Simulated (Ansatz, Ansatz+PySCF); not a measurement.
```xyz
4

Sc    0.0000    0.0000    0.0000
F     1.6764    0.0000    0.0000
F    -0.8382    1.4518    0.0000
F    -0.8382   -1.4518    0.0000
```

Basis set: def2-SVP (spherical functions). Frozen core: 8 orbitals. Charge 0, multiplicity 1.

Computed with Ansatz (development build ahead of 0.2.0); each method stands on the lowest determinant of its kind that the runs found. Restricted open shells among the atoms or ions are ROHF, correlated in semicanonical orbitals with singles.

The atomization energy at this shape (free ground-state atoms in the same class of orbitals less the molecule, no zero-point energy) of singlet ScF3:

| method | atomization energy |
| --- | --- |
| RHF-CCSD(T) | 1651.4 kJ/mol |
| RHF-CCSD | 1629.0 kJ/mol |
| RHF-MP2 | 1751.7 kJ/mol |
| RHF | 1242.4 kJ/mol |

Problem. What does UHF give?

Solution. 1210.9 kJ/mol. Caution: the shape is not the minimum.
